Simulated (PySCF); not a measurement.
Geometry:
| atom | x (Å) | y (Å) | z (Å) |
| --- | --- | --- | --- |
| F1 | -1.169 | -0.648 | 1.483 |
| C2 | -1.483 | -0.259 | 0.218 |
| F3 | -2.096 | -1.298 | -0.390 |
| C4 | -0.245 | 0.131 | -0.523 |
| C5 | 0.762 | 1.047 | 0.189 |
| Si6 | 1.416 | -0.656 | -0.184 |
| H7 | -2.219 | 0.563 | 0.305 |
| H8 | -0.460 | 0.384 | -1.568 |
| H9 | 0.537 | 1.254 | 1.241 |
| H10 | 1.112 | 1.929 | -0.356 |
| H11 | 1.571 | -1.630 | 0.920 |
| H12 | 2.316 | -0.843 | -1.348 |

Geometry: PBE0-D3(BJ)/def2-SVP; GIAO shifts from PySCF, gas phase, non-relativistic, averaged over equivalent atoms.

At BHandHLYP/pcSseg-1 (139 basis functions, 7 s wall time on 1 thread of an Intel Xeon 6975P-C, shared host):
```
atoms  δ (ppm)
   F3   -108.6
   F1   -122.7
   C2    115.1
   C4     10.6
   C5     -8.3
  Si6   -135.0
   H7     6.00
  H11     3.00
  H12     2.74
   H8     0.95
  H10     0.62
   H9     0.52
```

Chemical shifts δ = σref − σ; ¹⁹F (σ = 204.31 ppm) against CFCl3; ¹³C (σ = 183.98 ppm) and ²⁹Si (σ = 358.43 ppm) and ¹H (σ = 31.44 ppm) vs TMS, all at this level.

**Question.** Predict the values at PBE0/def2-TZVP on the same geometry.

**Answer.** 
| atoms | δ at PBE0/def2-TZVP | change |
| --- | --- | --- |
| F3 | -117.9 | -9.3 |
| F1 | -132.5 | -9.8 |
| C2 | 119.8 | +4.7 |
| C4 | 13.6 | +3.0 |
| C5 | -6.3 | +2.0 |
| Si6 | -141.7 | -6.7 |
| H7 | 6.17 | +0.17 |
| H11 | 3.31 | +0.31 |
| H12 | 3.03 | +0.29 |
| H8 | 1.22 | +0.27 |
| H10 | 0.71 | +0.09 |
| H9 | 0.64 | +0.12 |

References, each an isolated molecule treated in the same way: CFCl3 for ¹⁹F (σref 178.85); ¹³C (σref 186.65) and ²⁹Si (σref 331.56) and ¹H (σref 31.48) vs TMS.

The largest change is at F1 (fluorine of a CF2 group). Cost: 228 basis functions, 17 s wall time on 1 thread of an Intel Xeon 6975P-C, shared host. The order of the carbon signals is the same at both levels.

Unscaled 19F shifts against computed CFCl3 carry errors that often reach 10 to 50 ppm.
